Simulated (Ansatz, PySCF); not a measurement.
CH₇FO₂Si₂, SMILES F[Si](O)(C[SiH3])O.

Geometry optimised at PBE-D3(BJ)/def2-SVP. This is a generated structure with no PubChem entry under its InChIKey; it may be hypothetical. The values are those of a single conformer.

Vertical ionisation energy (IE) and electron affinity (EA) in eV. Rows of orbital energies are one-electron estimates. Where ΔSCF, EOM or ADC give a negative EA the extra electron is unbound and the value depends on the basis.

```
level                                                                        IE     EA
------------------------------------------------------------------------  -----  -----
−ε(HOMO), −ε(LUMO), PBE0/def2-TZVP (PySCF)                                 8.84  -0.26
−ε(HOMO), −ε(LUMO), PBE/def2-TZVP (PySCF)                                  7.41   0.60
ΔSCF, CAM-B3LYP/def2-SVPD (Ansatz), final states of multiplicity 2 and 2  11.12  -1.06
ΔSCF, PBE/def2-SVPD (Ansatz), final states of multiplicity 2 and 2        10.26  -0.74
```

**Question.** What vertical singlet–triplet gap does ΔSCF give with CAM-B3LYP/def2-SVPD (Ansatz, a quantum-chemistry and plane-wave program) and with PBE/def2-SVPD (Ansatz)? (The exact figures need the calculation; the answer reports its results.)

**Answer.** 7.79 and 6.73 eV (triplet above singlet where positive).
